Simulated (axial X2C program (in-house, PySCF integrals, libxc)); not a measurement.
# Low determinants of HfBr⁻ at the PBE0 level, scalar-relativistic

Calculated with an in-house relativistic program for diatomic molecules. Spin-free means the one-electron spin-free X2C Hamiltonian. Basis: Hf dyall-acv3z [14s15p10d7f4g], Br dyall-acv3z [9s10p7d5f1g] (cores contracted in-house); Gaussian nuclei, density fitting, unrestricted open shells. Masses: Hf 179.947 u, Br 78.918 u.

Search at 2.592 Å (vertical energies from the lowest determinant):

```csv
ΔE (eV),state,electrons beyond evenly filled partner blocks,"electrons in σ, π, δ, φ"
0.00,"M_S = 1, Λ = 0","δ+α, δ-α",42 44 18 4
0.05,"M_S = 1, Λ = 3","π+α, δ+α",42 45 17 4
0.07,"M_S = 1, Λ = 2","σα, δ+α",43 44 17 4
0.11,"M_S = 1, Λ = 0","π+α, π-α",42 46 16 4
0.14,"M_S = 1, Λ = 1","π-α, δ+α",42 45 17 4
0.22,"M_S = 0, Λ = 2","σα, δ+β",43 44 17 4
0.28,"M_S = 0, Λ = 1","π-α, δ+β",42 45 17 4
```

Lowest determinant, M_S = 1, Λ = 0 (beyond evenly filled blocks: δ+α, δ-α): Re = 2.583 Å, ωe = 184.7 cm⁻¹.

The determinant in row 2 of the search, M_S = 1, Λ = 3 (beyond evenly filled blocks: π+α, δ+α), was followed along the bond at PBE0; measured from the minimum of the lowest determinant it gives:

Te = 0.050 eV (401 cm⁻¹), Re = 2.584 Å, ωe = 177.8 cm⁻¹.

Question: Compare the bond of the determinant in row 2 with that of the lowest one.

Answer: At PBE0 its Re is 0.001 Å longer and its force constant, which goes as ωe², is 0.93 times that of the lowest determinant. T0 ≈ Te + Δωe/2 = 401 + (-3) = 398 cm⁻¹.

The search compares states at one distance, so a state with another bond length can lie lower; it is not exhaustive and yields mostly the lowest determinant of each block pattern, so other components and higher states of one pattern are missing. These are energies of single determinants, not of spin-adapted states; PBE0 term energies can be off by some tenths of an eV, and the functional has no current term. The lowest determinant need not be the ground state where others lie within half an eV. For an anion, determinants above electron detachment are held by the basis set. Spin–orbit coupling is large for these atoms, so the spin-free order is a model. The highest occupied level of some functionals is positive through self-interaction error; at Hartree–Fock it is bound. Row 1 is spin-contaminated (⟨S²⟩ = 2.27 against 2.00), so its values are not those of a pure state. Row 1 has a positive highest level at its minimum. Row 2 has a positive highest level at its minimum.
